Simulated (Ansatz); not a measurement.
Pulling on the Ge1–H3 bond in FGeH3 (SMILES [F][GeH3]) (multiplicity 1 held, fragments rigid). Energies count from the point at 1.534 Å.
Geometry at that point (charge 0, multiplicity 1):
```xyz
5

Ge    -0.30049     0.12261    -0.05790
F      1.29809    -0.52968     0.25011
H     -0.94244    -0.79835    -1.10390
H     -0.08538     1.54898    -0.58097
H     -1.03937     0.09288     1.28657
```

Signs of static correlation in cc-pVDZ, with CASSCF(2,2), from Ansatz (an electronic-structure program) runs.

```
R (Å)  T1 of restricted CCSD  ⟨S²⟩ of UHF  largest double amplitude of restricted CCSD  weight of the CASSCF reference in MRCISD  CASSCF natural occupations
-----  ---------------------  -----------  -------------------------------------------  ----------------------------------------  --------------------------
1.228                  0.012        0.000                                        0.033                                     0.924                   1.99 0.01
1.381                  0.012        0.000                                        0.036                                     0.924                   1.99 0.01
1.534                  0.012        0.000                                        0.031                                     0.924                   1.98 0.02
1.688                  0.013        0.000                                        0.060                                     0.924                   1.97 0.03
1.841                  0.013        0.000                                        0.058                                     0.924                   1.96 0.04
2.071                  0.014        0.000                                            ?                                     0.924                   1.92 0.08
2.302                  0.016        0.325                                        0.194                                     0.925                   1.87 0.13
2.685                      ?        0.757                                        0.313                                     0.925                   1.74 0.26
3.069                  0.032        0.914                                        0.454                                     0.925                   1.55 0.45
3.529                  0.044        0.977                                        0.622                                     0.925                   1.33 0.67
4.143                  0.054        0.998                                        0.789                                     0.925                   1.15 0.85
4.910                  0.057        1.003                                        0.893                                     0.925                   1.05 0.95
```

**Question.** Fill in the missing entries.

**Answer.** 
- 2.071, largest double amplitude of restricted CCSD: 0.133
- 2.685, T1 of restricted CCSD: 0.022

Doubts at one or more of the structures used: a restricted determinant that unrestricted orbitals would lower (R-CCSD(T)/cc-pVDZ); other coupled-cluster roots lie near (R-CCSD(T)/cc-pVDZ); T1 above 0.05 (R-CCSD(T)/cc-pVDZ, U-CCSD(T)/cc-pVDZ); a spin-contaminated determinant (U-CCSD(T)/cc-pVDZ).
